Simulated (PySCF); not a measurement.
C: excitation energy

C [He] 2s2 2p2 (3P) → C [He] 2s1 2p3, s spin flipped, as a difference of total energies. Computed with PySCF 2.14 in dyall-av3z (15s9p3d2f, 71 functions), with no relativity, point nucleus. Correlated levels: valence: 1s2 frozen; virtual orbitals above 40 to 60 times the deepest correlated orbital energy dropped. The calculations carry no spin-orbit coupling.

```
       method  excitation energy (cm⁻¹)
          UHF                     96620
          LDA                     66662
          PBE                     69736
         PBE0                     76384
        B97-3                     76901
         PW91                     69630
    BHandHLYP                     82689
        M06-L                     78966
MP2 (valence)                     83009
```

Q: Estimate what r2SCAN gives.

A: 78214 cm⁻¹, closest to M06-L among the rows shown.

Q: Estimate what SCS-MP2 (valence) gives.

A: 82228 cm⁻¹, closest to BHandHLYP among the rows shown.

The upper determinant mixes two multiplicities, so it lies between the two terms.
